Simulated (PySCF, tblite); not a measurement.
Compound: C₆H₁₃N₃Si.
Cartesian coordinates in Å at the GFN2-xTB level; atoms count from 1:
```
atom  x, y, z in Å
C1     2.2791    1.8781   -0.7364
C2     1.4120    0.7396   -0.3454
N3     0.0989    0.8206   -0.2265
N4    -0.3068   -0.3885    0.1337
Si5   -2.0068   -0.7827    0.4194
C6    -2.9340   -0.4404   -1.2009
C7    -2.6074    0.3448    1.8233
N8     0.6848   -1.2579    0.2566
C9     1.7866   -0.5910   -0.0362
C10    3.1423   -1.1935   -0.0225
H11    3.0064    2.0856    0.0485
H12    1.6689    2.7612   -0.9028
H13    2.8248    1.6407   -1.6494
H14   -1.9519   -2.1991    0.7812
H15   -2.5592   -1.0636   -2.0080
H16   -2.8120    0.5962   -1.5037
H17   -3.9968   -0.6356   -1.0985
H18   -3.6576    0.1799    2.0426
H19   -2.4812    1.3914    1.5585
H20   -2.0465    0.1681    2.7367
H21    3.0709   -2.2401    0.2594
H22    3.5996   -1.1162   -1.0086
H23    3.7811   -0.6707    0.6892
```

Theory: PBE0/pcSseg-1 in PySCF (dipole) on a GFN2-xTB geometry, gas phase.

Take the most abundant isotopes and a rigid rotor. The values belong to one conformer with, in the numbering `[CH3:1][c:2]1[n:3][n:4]([SiH:5]([CH3:6])[CH3:7])[n:8][c:9]1[CH3:10]`, N3–N4–Si5–C6 60°.

(1) What are A, B and C (GHz)?

(2) Classify the top.

(3) Is it planar, by Δ = Ic − Ia − Ib?

(4) Give the other two planar moments, Paa and Pbb, and the rms extents of the mass along the axes.

(5) List the rotational levels J(Ka,Kc) to J = 4 (MHz).

(6) Which lines would a microwave search look for?

(7) Estimate the classical rotational partition function at 25 K, 50 K and 298.15 K.

## Answers

(1) Ia = 235.79, Ib = 762.54, Ic = 828.22 u·Å²; 505379 MHz·u·Å²/I gives 2143, 662.8 and 610.2 MHz, that is A = 2.1433, B = 0.6628, C = 0.6102 GHz.

(2) A near-prolate asymmetric top: κ = (2 × 662.8 − 2143 − 610.2)/(2143 − 610.2) = -0.93.

(3) Not planar: Δ = Ic − Ia − Ib = -170.11 u·Å². For a rigid frame Δ = −2 Σ m c², so Σ m c² = 85.06 u·Å² lies off the ab plane: 25.84 from hydrogen and 59.21 from heavier atoms. The atom farthest from that plane is 2.46 Å away.

(4) Paa = Σ m a² = (Ib + Ic − Ia)/2 = 677.48 and Pbb = Σ m b² = (Ia + Ic − Ib)/2 = 150.73 u·Å². With the mass M = 155.09 u, the rms extents √(P/M) along a, b and c are 2.09, 0.99, 0.74 Å.

(5) Above 0(0,0):
J = 1: 1(0,1) 1273, 1(1,1) 2754, 1(1,0) 2806
J = 2: 2(0,2) 3818, 2(1,2) 5247, 2(1,1) 5405, 2(2,1) 9846, 2(2,0) 9848
J = 3: 3(0,3) 7631, 3(1,3) 8986, 3(1,2) 9301, 3(2,2) 13665, 3(2,1) 13672, 3(3,1) 21200, 3(3,0) 21200
J = 4: 4(0,4) 12709, 4(1,4) 13970, 4(1,3) 14496, 4(2,3) 18756, 4(2,2) 18777, 4(3,2) 26295, 4(3,1) 26295, 4(4,1) 36840, 4(4,0) 36840

(6) The dipole components are |μa| = 0.14 D, |μb| = 0.57 D, |μc| = 0.00 D; the mirror of this Cs structure is the ab plane, so μc vanishes by symmetry and there are no c-type lines. Intensities carry the squares of the components, which stand as 0.06 : 1.00 (a : b). Some lines, for components of 0.1 D or more:

```json
{"type": "a", "branch": "Q", "J(Ka,Kc)": "4(1,3) ← 4(1,4)", "MHz": "525", "lower level (cm⁻¹)": "0.466"}
{"type": "b", "branch": "R", "J(Ka,Kc)": "4(1,3) ← 3(2,2)", "MHz": "830", "lower level (cm⁻¹)": "0.456"}
{"type": "b", "branch": "Q", "J(Ka,Kc)": "1(1,0) ← 1(0,1)", "MHz": "1533", "lower level (cm⁻¹)": "0.042"}
{"type": "b", "branch": "Q", "J(Ka,Kc)": "4(1,3) ← 4(0,4)", "MHz": "1787", "lower level (cm⁻¹)": "0.424"}
{"type": "a", "branch": "R", "J(Ka,Kc)": "2(0,2) ← 1(0,1)", "MHz": "2545", "lower level (cm⁻¹)": "0.042"}
{"type": "a", "branch": "R", "J(Ka,Kc)": "2(1,1) ← 1(1,0)", "MHz": "2598", "lower level (cm⁻¹)": "0.094"}
{"type": "b", "branch": "R", "J(Ka,Kc)": "1(1,1) ← 0(0,0)", "MHz": "2754", "lower level (cm⁻¹)": "0.000"}
{"type": "b", "branch": "R", "J(Ka,Kc)": "4(0,4) ← 3(1,3)", "MHz": "3723", "lower level (cm⁻¹)": "0.300"}
{"type": "a", "branch": "R", "J(Ka,Kc)": "3(1,3) ← 2(1,2)", "MHz": "3739", "lower level (cm⁻¹)": "0.175"}
{"type": "a", "branch": "R", "J(Ka,Kc)": "3(2,1) ← 2(2,0)", "MHz": "3824", "lower level (cm⁻¹)": "0.328"}
{"type": "b", "branch": "R", "J(Ka,Kc)": "2(1,2) ← 1(0,1)", "MHz": "3974", "lower level (cm⁻¹)": "0.042"}
{"type": "b", "branch": "Q", "J(Ka,Kc)": "2(2,0) ← 2(1,1)", "MHz": "4443", "lower level (cm⁻¹)": "0.180"}
{"type": "b", "branch": "Q", "J(Ka,Kc)": "2(2,1) ← 2(1,2)", "MHz": "4599", "lower level (cm⁻¹)": "0.175"}
{"type": "b", "branch": "Q", "J(Ka,Kc)": "3(2,2) ← 3(1,3)", "MHz": "4679", "lower level (cm⁻¹)": "0.300"}
{"type": "b", "branch": "Q", "J(Ka,Kc)": "4(2,3) ← 4(1,4)", "MHz": "4786", "lower level (cm⁻¹)": "0.466"}
{"type": "a", "branch": "R", "J(Ka,Kc)": "4(3,1) ← 3(3,0)", "MHz": "5095", "lower level (cm⁻¹)": "0.707"}
{"type": "b", "branch": "R", "J(Ka,Kc)": "2(2,0) ← 1(1,1)", "MHz": "7094", "lower level (cm⁻¹)": "0.092"}
{"type": "b", "branch": "Q", "J(Ka,Kc)": "3(3,0) ← 3(2,1)", "MHz": "7528", "lower level (cm⁻¹)": "0.456"}
{"type": "b", "branch": "R", "J(Ka,Kc)": "4(2,3) ← 3(1,2)", "MHz": "9455", "lower level (cm⁻¹)": "0.310"}
{"type": "b", "branch": "R", "J(Ka,Kc)": "3(3,1) ← 2(2,0)", "MHz": "11353", "lower level (cm⁻¹)": "0.328"}
{"type": "b", "branch": "R", "J(Ka,Kc)": "4(3,1) ← 3(2,2)", "MHz": "12630", "lower level (cm⁻¹)": "0.456"}
{"type": "b", "branch": "R", "J(Ka,Kc)": "4(4,0) ← 3(3,1)", "MHz": "15640", "lower level (cm⁻¹)": "0.707"}
```

(7) Point group Cs, symmetry number σ = 1; q = (√π/σ)·√((kT/h)³/(ABC)), k/h = 20836.6 MHz/K: 22600 at 25 K, 64000 at 50 K, 932000 at 298.15 K.

Its lowest GFN2-xTB frequency is 8i cm⁻¹, too small to tell a flat minimum from a shallow saddle. Constants of a rigid frame at the computed geometry: no zero-point averaging, no centrifugal distortion. A rigid rotor knows nothing of internal rotation, which can split or shift real lines. Quadrupole hyperfine structure (14N) is left out.
